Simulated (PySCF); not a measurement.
A run for PySCF: R-BP86/6-31G* on 1,1-difluoroethane (SMILES CC(F)F), a point of a torsion scan.

```python
from pyscf import gto, scf, dft, mp
from pyscf.data.elements import chemcore

mol = gto.M(
    atom='''
    C    -0.79130498   -0.12607356   -0.00628959
    C     0.71764980    0.04916606    0.02749535
    F     1.12420877    0.94332720   -0.90982543
    F     1.13086556    0.54168797    1.22093937
    H    -1.16655972    0.20692782   -0.97014794
    H    -1.06788806   -1.16091790    0.16276913
    H    -1.24070935    0.49592881    0.76505860
    H     1.28000986   -0.88017674   -0.15500421
    ''',
    basis='6-31g*',
    cart=True,
    charge=0, spin=0, verbose=3, max_memory=1800)
mf = dft.RKS(mol, xc='b88,p86')
mf.conv_tol = 1e-8
mf.max_cycle = 100
mf.kernel()
if not mf.converged:
    mf = mf.newton().run(mf.mo_coeff, mf.mo_occ)
```

Output:

```
converged SCF energy = -278.288018310721
```

Self-consistency was reached.

Cost: around 2.2 core-seconds (rough).
